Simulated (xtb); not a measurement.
HClSi, charge +1, doublet, from a rough starting geometry (a state made from the parent by changing its charge; the spin is typed, not shown lowest); GFN2-xTB (xtb).

The xtb input:
```
$ xtb mol.xyz --gfn 2 --chrg 1 --uhf 1 --opt vtight --json

# file mol.xyz
3

Si     0.12962183    -0.07576357     0.79673491
H      1.20062211    -0.27946032    -0.26456959
Cl    -1.37727974     0.33062885    -0.49803170
```

Write the output that xtb gives for this input, abridged.


```
   ID    Z sym.   atoms
    1   14 Si     1
    2    1 H      2
    3   17 Cl     3

           -------------------------------------------------
          |                Calculation Setup                |
           -------------------------------------------------

           -------------------------------------------------
          |                 G F N 2 - x T B                 |
           -------------------------------------------------

          ...................................................
          :                      SETUP                      :
          :.................................................:
          :  # basis functions                  21          :
          :  # atomic orbitals                  19          :
          :  # shells                            7          :
          :  # electrons                        11          :
          :  max. iterations                   250          :
          :  Hamiltonian                  GFN2-xTB          :
          :  restarted?                      false          :
          :  GBSA solvation                  false          :
          :  PC potential                    false          :
          :  electronic temp.          300.0000000     K    :
          :  accuracy                    1.0000000          :
          :  -> integral cutoff          0.2500000E+02      :
          :  -> integral neglect         0.1000000E-07      :
          :  -> SCF convergence          0.1000000E-05 Eh   :
          :  -> wf. convergence          0.1000000E-03 e    :
          :  Broyden damping             0.4000000          :
          :  net charge                          1          :
          :  unpaired electrons                  1          :
          ...................................................

 iter      E             dE          RMSdq      gap      omega  full diag
   1     -6.2893877 -0.628939E+01  0.159E+01    2.18       0.0  T
   2     -6.3003524 -0.109647E-01  0.969E+00    2.11       1.0  T
   3     -6.2668662  0.334862E-01  0.514E+00    1.72       1.0  T
   4     -6.2963660 -0.294998E-01  0.333E+00    1.85       1.0  T
   5     -6.3041484 -0.778238E-02  0.136E+00    2.22       1.0  T
   6     -6.3051036 -0.955218E-03  0.100E+00    2.20       1.0  T
   7     -6.3068016 -0.169805E-02  0.286E-01    2.14       1.0  T
   8     -6.3058196  0.982067E-03  0.790E-01    2.07       1.0  T
   9     -6.3068332 -0.101368E-02  0.246E-01    2.11       1.0  T
  10     -6.3069639 -0.130687E-03  0.544E-02    2.12       1.1  T
  11     -6.3069694 -0.548610E-05  0.193E-02    2.13       3.0  T
  12     -6.3069694 -0.365531E-08  0.127E-02    2.13       4.5  T
  13     -6.3069695 -0.119236E-06  0.451E-03    2.13      12.8  T
  14     -6.3069696 -0.481310E-07  0.800E-04    2.13      72.1  T
  15     -6.3069696 -0.183313E-09  0.544E-04    2.13     106.1  T

   *** convergence criteria satisfied after 15 iterations ***

         :::::::::::::::::::::::::::::::::::::::::::::::::::::
         ::                     SUMMARY                     ::
         :::::::::::::::::::::::::::::::::::::::::::::::::::::
         :: total energy              -6.294984928275 Eh    ::
         :: gradient norm              0.049745212807 Eh/a0 ::
         :: HOMO-LUMO gap              2.126227005338 eV    ::
         ::.................................................::
         :: SCC energy                -6.306969580597 Eh    ::
         :: -> isotropic ES            0.131334587226 Eh    ::
         :: -> anisotropic ES         -0.011179689728 Eh    ::
         :: -> anisotropic XC         -0.009033069204 Eh    ::
         :: -> dispersion             -0.000981985197 Eh    ::
         :: repulsion energy           0.011984652322 Eh    ::
         :: add. restraining           0.000000000000 Eh    ::
         :: total charge               1.000000000000 e     ::
         :::::::::::::::::::::::::::::::::::::::::::::::::::::

      -----------------------------------------------------------
     |                   =====================                   |
     |                        A N C O P T                        |
     |                   =====================                   |
     |               Approximate Normal Coordinate               |
     |                Rational Function Optimizer                |
      -----------------------------------------------------------
      -----------------------------------------------------------
     |                   =====================                   |
     |                        A N C O P T                        |
     |                   =====================                   |
     |               Approximate Normal Coordinate               |
     |                Rational Function Optimizer                |
      -----------------------------------------------------------

          ...................................................
          :                      SETUP                      :
          :.................................................:
          :   optimization level         verytight          :
          :   max. optcycles                   200          :
          :   ANC micro-cycles                  20          :
          :   degrees of freedom                 3          :
          :.................................................:
          :   RF solver                   davidson          :
          :   write xtbopt.log                true          :
          :   linear?                        false          :
          :   energy convergence         0.1000000E-06 Eh   :
          :   grad. convergence          0.2000000E-03 Eh/α :
          :   maxmium RF displ.          1.0000000          :
          :   Hlow (freq-cutoff)         0.1000000E-01      :
          :   Hmax (freq-cutoff)         5.0000000          :
          :   S6 in model hess.         20.0000000          :
[...]
 * total energy  :    -6.2949849 Eh     change       -0.4716219E-09 Eh
 * total energy  :    -6.3073956 Eh     change       -0.1241066E-01 Eh
 * total energy  :    -6.3096500 Eh     change       -0.2254435E-02 Eh
 * total energy  :    -6.3115169 Eh     change       -0.1866902E-02 Eh
 * total energy  :    -6.3115781 Eh     change       -0.6121155E-04 Eh
 * total energy  :    -6.3116044 Eh     change       -0.2629082E-04 Eh
 * total energy  :    -6.3116046 Eh     change       -0.1468196E-06 Eh
 * total energy  :    -6.3116046 Eh     change       -0.3929888E-07 Eh
   *** GEOMETRY OPTIMIZATION CONVERGED AFTER 8 ITERATIONS ***
[...]
          :  Hamiltonian                  GFN2-xTB          :
          :  restarted?                      false          :
          :  GBSA solvation                  false          :
          :  PC potential                    false          :
          :  electronic temp.          300.0000000     K    :
          :  accuracy                    1.0000000          :
          :  -> integral cutoff          0.2500000E+02      :
          :  -> integral neglect         0.1000000E-07      :
          :  -> SCF convergence          0.1000000E-05 Eh   :
          :  -> wf. convergence          0.1000000E-03 e    :
          :  Broyden damping             0.4000000          :
          :  net charge                          1          :
          :  unpaired electrons                  1          :
          ...................................................

 iter      E             dE          RMSdq      gap      omega  full diag
   1     -6.3345526 -0.633455E+01  0.966E-05    1.38       0.0  T
   2     -6.3345526 -0.273914E-11  0.755E-05    1.38     764.9  T
   3     -6.3345526 -0.357314E-11  0.551E-05    1.38    1047.1  T

   *** convergence criteria satisfied after 3 iterations ***

         :::::::::::::::::::::::::::::::::::::::::::::::::::::
         ::                     SUMMARY                     ::
         :::::::::::::::::::::::::::::::::::::::::::::::::::::
         :: total energy              -6.311604615433 Eh    ::
         :: gradient norm              0.000012744336 Eh/a0 ::
         :: HOMO-LUMO gap              1.378614878233 eV    ::
         ::.................................................::
         :: SCC energy                -6.334552622940 Eh    ::
         :: -> isotropic ES            0.127779038898 Eh    ::
         :: -> anisotropic ES         -0.014080365496 Eh    ::
         :: -> anisotropic XC         -0.014109278805 Eh    ::
         :: -> dispersion             -0.000972593593 Eh    ::
         :: repulsion energy           0.022948007506 Eh    ::
         :: add. restraining           0.000000000000 Eh    ::
         :: total charge               1.000000000000 e     ::
         :::::::::::::::::::::::::::::::::::::::::::::::::::::

           -------------------------------------------------
          |                Property Printout                |
           -------------------------------------------------

    * Orbital Energies and Occupations

         #    Occupation            Energy/Eh            Energy/eV
      -------------------------------------------------------------
         1        2.0000           -1.2823139             -34.8935
         2        2.0000           -0.9203386             -25.0437
         3        2.0000           -0.7169604             -19.5095
         4        2.0000           -0.6983830             -19.0040
         5        2.0000           -0.6972613             -18.9734
         6        1.0000           -0.5720254             -15.5656 (HOMO)
         7                         -0.5213622             -14.1870 (LUMO)
         8                         -0.4413336             -12.0093
         9                         -0.3893299             -10.5942
        10                         -0.3453000              -9.3961
        11                         -0.3241474              -8.8205
        12                         -0.2866500              -7.8001
        13                         -0.2271008              -6.1797
        14                         -0.2264167              -6.1611
        15                         -0.2248093              -6.1174
        16                         -0.2133733              -5.8062
        17                         -0.2040907              -5.5536
       ...                                ...                  ...
        19                          0.6547394              17.8164
      -------------------------------------------------------------
                  HL-Gap            0.0506632 Eh            1.3786 eV
             Fermi-level           -0.5906686 Eh          -16.0729 eV

     #   Z          covCN         q      C6AA      α(0)
     1  14 Si       1.724     0.563   177.161    28.292
     2   1 H        0.918     0.188     1.161     1.685
     3  17 Cl       0.806     0.248    91.955    14.669

 Mol. C6AA /au·bohr⁶  :        561.289734
 Mol. C8AA /au·bohr⁸  :      31061.490112
 Mol. α(0) /au        :         44.646228

Wiberg/Mayer (AO) data.
largest (>0.10) Wiberg bond orders for each atom

 ---------------------------------------------------------------------------
     #   Z sym  total        # sym  WBO       # sym  WBO       # sym  WBO
 ---------------------------------------------------------------------------
     1  14 Si   2.655 --     3 Cl   1.792     2 H    0.863
     2   1 H    0.953 --     1 Si   0.863
     3  17 Cl   1.882 --     1 Si   1.792
 ---------------------------------------------------------------------------

Topologies differ in total number of bonds
Writing topology from bond orders to xtbtopo.mol

molecular dipole:
                 x           y           z       tot (Debye)
 q only:       -0.126      -0.004       0.286
   full:       -0.338       0.059      -0.051       0.882
molecular quadrupole (traceless):
                xx          xy          yy          xz          yz          zz
 q only:        3.337      -1.323      -1.895       0.828      -0.235      -1.442
  q+dip:        6.674      -2.526      -3.360       1.416      -0.356      -3.313
   full:        4.266      -1.314      -0.913       1.099      -0.163      -3.352

optimized geometry written to: xtbopt.xyz

           -------------------------------------------------
          | TOTAL ENERGY               -6.311604615433 Eh   |
          | GRADIENT NORM               0.000012744336 Eh/α |
          | HOMO-LUMO GAP               1.378614878233 eV   |
           -------------------------------------------------

normal termination of xtb
```
